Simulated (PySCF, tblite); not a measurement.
Isomers of C8H16NP. Calculated harmonic vibrations of the isolated species, GFN2-xTB (tblite), most abundant isotopes, no scaling. Errors from tens to a few hundred cm⁻¹ against measured bands are possible. One conformer each.

Electronic energies: PBE0-D3(BJ)/def2-SVP at its own geometries (PySCF, gas phase).

```csv
SMILES,"electronic energy, lowest = 0 (kJ/mol)"
C=CP(C(=C)C)N(C)CC,148.9
C=CP(C=C)NC(C)(C)C,109.8
C=CP(C1CC1)N(C)CC,160.0
CN=P12CCC(CC1)CC2,3.5
C#CP(N(C)C)C(C)(C)C,185.7
CN=[P@]12CCC[C@H]1CCC2,0.0
```

Q: How do GFN2-xTB zero-point energies change the relative energies?

A: 
| SMILES | ZPE (kJ/mol) | of it from modes above 1550 cm⁻¹ | electronic (kJ/mol) | with ZPE, lowest = 0 (kJ/mol) | lowest mode (cm⁻¹) | rings |
| --- | --- | --- | --- | --- | --- | --- |
| CN=[P@]12CCC[C@H]1CCC2 | 594.6 | 283.6 | 0.0 | 0.0 | 71 | 2 |
| CN=P12CCC(CC1)CC2 | 595.3 | 282.7 | 3.5 | 4.2 | 84 | 3 |
| C=CP(C=C)NC(C)(C)C | 576.1 | 312.9 | 109.8 | 91.2 | 22 | 0 |
| C=CP(C(=C)C)N(C)CC | 578.4 | 308.7 | 148.9 | 132.7 | 39 | 0 |
| C=CP(C1CC1)N(C)CC | 582.1 | 299.0 | 160.0 | 147.5 | 45 | 1 |
| C#CP(N(C)C)C(C)(C)C | 577.9 | 301.5 | 185.7 | 169.0 | 53 | 0 |

The zero-point energies span 19.2 kJ/mol, from `C=CP(C=C)NC(C)(C)C` to `CN=P12CCC(CC1)CC2`. The order is unchanged.

Q: And how do the electronic energies of GFN2-xTB itself compare?

A: `CN=[P@]12CCC[C@H]1CCC2` 0.0; `CN=P12CCC(CC1)CC2` 6.9; `C=CP(C=C)NC(C)(C)C` 184.5; `C=CP(C(=C)C)N(C)CC` 191.3; `C=CP(C1CC1)N(C)CC` 180.7; `C#CP(N(C)C)C(C)(C)C` 208.8 kJ/mol, lowest = 0. Against the energies above, taken from the same isomer `CN=[P@]12CCC[C@H]1CCC2`, the largest difference is 74.7 kJ/mol. The two levels were optimised apart and needn't hold the same conformer.

Q: What do entropy and thermal enthalpy add at 298.15 K and 1 bar (rigid rotor, harmonic oscillator, one conformer each)?

A: 
| SMILES | point group | symmetry number | S (J/(mol K)) | H − H(0) (kJ/mol) | ZPE + H − H(0) − TS (kJ/mol) |
| --- | --- | --- | --- | --- | --- |
| CN=[P@]12CCC[C@H]1CCC2 | C1 | 1 | 423.4 | 31.10 | 499.5 |
| CN=P12CCC(CC1)CC2 | C1 | 1 | 419.9 | 30.94 | 501.0 |
| C=CP(C(=C)C)N(C)CC | C1 | 1 | 487.5 | 38.96 | 472.0 |
| C=CP(C1CC1)N(C)CC | C1 | 1 | 479.2 | 37.33 | 476.6 |
| C#CP(N(C)C)C(C)(C)C | C1 | 1 | 487.6 | 40.34 | 472.8 |

Not tabulated: `C=CP(C=C)NC(C)(C)C` (lowest mode only 22 cm⁻¹).
